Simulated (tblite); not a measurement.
Species: C3H13N3OSi.
Numbering: `[NH2:1][CH2:2][CH:3]([CH2:4][NH2:5])[NH:6][SiH2:7][OH:8]` (hydrogens: H9, H10 on N1; H11, H12 on C2; H13 on C3; H14, H15 on C4; H16, H17 on N5; H18 on N6; H19, H20 on Si7; H21 on O8)

Geometry (GFN2-xTB, Å), atoms numbered from 1 in this order:
```xyz
21
C3H13N3OSi angstrom
N     -1.2462    1.7620    0.9393
C     -1.0242    0.3213    0.9842
C     -0.5328   -0.2190   -0.3596
C     -0.2595   -1.7311   -0.2405
N      0.0861   -2.2611   -1.5490
N      0.6223    0.4765   -0.8715
Si     1.9695    1.0645    0.0442
O      1.4495    2.1919    1.0795
H     -1.7697    2.0646    1.7530
H     -1.7689    2.0132    0.1077
H     -1.9386   -0.2338    1.2508
H     -0.2729    0.1248    1.7533
H     -1.3478   -0.0862   -1.0944
H      0.6026   -1.8744    0.4149
H     -1.1321   -2.2294    0.2178
H      0.3745   -3.2300   -1.4782
H     -0.7161   -2.2182   -2.1696
H      0.8859    0.0306   -1.7387
H      2.6917    0.0672    0.8498
H      2.8315    1.6522   -0.9792
H      0.4863    2.3314    1.0856
```

Computed with GFN2-xTB (tblite): harmonic, unscaled wavenumbers at the GFN2-xTB geometry, gas phase. Errors from tens to a few hundred cm⁻¹ against measured bands are possible. Modes of hydrogen on silicon can be 10 to 20 % off. One conformer, not necessarily the lowest.

Harmonic wavenumbers (cm⁻¹): 51.9, 87.4, 124.2, 163.3, 187.1, 214.6, 228.7, 254.1, 272.2, 331.6, 401.5, 476.0, 507.0, 539.5, 582.4, 620.5, 654.0, 719.2, 773.1, 822.0, 876.4, 891.7, 924.7, 953.2, 974.1, 982.3, 1011.8, 1047.3, 1085.6, 1112.8, 1125.3, 1178.8, 1199.9, 1240.4, 1267.8, 1299.4, 1324.2, 1347.5, 1363.6, 1399.3, 1473.4, 1489.2, 1538.4, 1562.8, 2155.3, 2256.4, 2801.9, 2804.8, 2839.3, 2969.3, 2980.2, 3234.0, 3385.4, 3394.4, 3423.5, 3426.7, 3441.7.

A = 2224, B = 1238, C = 887.2 MHz; mass 135.083 u (most abundant isotopes); point group C1, symmetry number 1.

**Question.** What is the zero-point energy?

**Answer.** ½Σν̃ = 37897 cm⁻¹ = 453.34 kJ/mol.

**Question.** What is S at 400 K and 1 bar for an ideal gas of classical rigid rotors and harmonic oscillators?

**Answer.** Translation 176.15, rotation 126.11, vibration 178.61: S = 480.9 J/(mol K).

**Question.** And Cp and H(400 K) − H(0)?

**Answer.** Cp = 224.51 J/(mol K), of which vibrations give 191.25 (their classical limit is 57 R = 473.9); H(400 K) − H(0) = 51.69 kJ/mol without the zero-point energy, 38.39 from vibrations.

**Question.** Which modes carry the vibrational entropy at 400 K?

**Answer.** 51.9 cm⁻¹: 22.28; 87.4 cm⁻¹: 17.97; 124.2 cm⁻¹: 15.08; 163.3 cm⁻¹: 12.86; 187.1 cm⁻¹: 11.76; 214.6 cm⁻¹: 10.67 J/(mol K); the other 51 give 87.99 together.

**Question.** How do the functions run with temperature in this model?

**Answer.** 
| T (K) | S (J/(mol K)) | Cp (J/(mol K)) | H − H(0) (kJ/mol) | G − H(0) (kJ/mol) | ln q(vib) |
| --- | --- | --- | --- | --- | --- |
| 150 | 327.3 | 106.6 | 10.14 | -38.95 | 2.80 |
| 250 | 392.8 | 154.3 | 23.16 | -75.03 | 5.62 |
| 298.15 | 422.0 | 177.7 | 31.16 | -94.65 | 7.00 |
| 600 | 586.2 | 295.4 | 104.15 | -247.60 | 15.66 |
| 900 | 719.9 | 362.5 | 203.68 | -444.19 | 23.76 |

q(vib) and H(0) count from the zero-point level.

**Question.** Blend soft modes into free rotors: weight 1/[1 + (100 cm⁻¹/ν̃)⁴] for the oscillator and the rest for a rotor with moment μB/(μ + B), μ = h/(8π²ν), B = 10⁻⁴⁴ kg m². What vibrational entropy results?

**Answer.** 168.83 J/(mol K) in place of 178.61, which changes −T·S at 400 K by +3.91 kJ/mol.

**Question.** What must be added to the electronic energy to get the Gibbs energy at 400 K and 1 bar?

**Answer.** ZPE + [H(400 K) − H(0)] − T·S = 453.34 + 51.69 − 192.35 = 312.68 kJ/mol.

Hindered rotation and anharmonicity are outside this model. Other conformers, if any are populated, would add a mixing term that is left out. The structure is chiral; the term R ln 2 for an equal mix with its mirror image is left out.
